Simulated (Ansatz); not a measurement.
`C[Si](N)(N)[SiH3]` → `N[SiH2]C[SiH2]N`  (isomerisation)

Gas-phase electronic energies from Ansatz, PBE0-D4/def2-TZVP geometries. CCSD(T)/CBS adds triple-zeta CCSD(T) − MP2 to the extrapolated MP2 energy (def2 sets, frozen cores). DFT in def2-TZVPP. Each species was taken in one conformer, which may not be the lowest.

Q: Is it downhill or uphill in electronic energy at CCSD(T)/CBS, and by how much? (An estimate is asked.)

A: The calculation gave: Nearly level: ΔE = +0.1 kcal/mol.

Q: What do these levels give: PBE-D4, r2SCAN, PBE0, MP2/def2-TZVPP, SCS-MP2/def2-TZVPP, CCSD/def2-TZVPP? (Estimate.)

A: Computed: PBE-D4 3.3, r2SCAN 1.4, PBE0 2.4, MP2/def2-TZVPP -1.8, SCS-MP2/def2-TZVPP -1.8, CCSD/def2-TZVPP -0.3 kcal/mol.

Largest T1 diagnostic among the species: 0.011.

From PBE to PBE0 (25 % exact exchange), in def2-TZVPP and without D4, ΔE moves by −1.3 kcal/mol.
